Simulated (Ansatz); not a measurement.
`C=C[SiH2]O` + `N[SiH](O)Cl` → `O[SiH2]N[SiH](O)Cl` + `C=C`  (ligand exchange at the Si–C bond)

Isolated molecules relaxed with PBE0-D4/def2-TZVP in Ansatz; ΔE leaves out vibrations. CCSD(T)/CBS is the MP2 limit (def2-TZVPP, def2-QZVPP) plus CCSD(T) − MP2 in def2-TZVPP, frozen cores. This one scheme is used for every species. DFT in def2-TZVPP. B3LYP here is the variant with VWN-RPA as its local correlation; programs differ in this. Each species was taken in one conformer, which may not be the lowest.

(1) Is it downhill or uphill in electronic energy at CCSD(T)/CBS, and by how much? (An estimate is asked.)

(2) What do these levels give: PBE0-D4, B3LYP-D4, ωB97X-V, B3LYP, HF/CBS(def2), CCSD/CBS(def2)? (Estimate.)

Largest T1 diagnostic among the species: 0.011.

Results:

(1) Ansatz gave: Downhill: ΔE = -69.0 kJ/mol.

(2) The calculation gave: PBE0-D4 -64.0, B3LYP-D4 -68.9, ωB97X-V -67.4, B3LYP -62.8, HF/CBS(def2) -70.3, CCSD/CBS(def2) -69.0 kJ/mol.

The D4 term adds −6.1 kJ/mol with B3LYP and −3.6 kJ/mol with PBE0; it sums over pairs of atoms, weighted by their polarisabilities, and B3LYP, whose exchange is more repulsive, gets the larger term. From PBE to PBE0 (25 % exact exchange), in def2-TZVPP and without D4, ΔE moves by −3.6 kJ/mol.
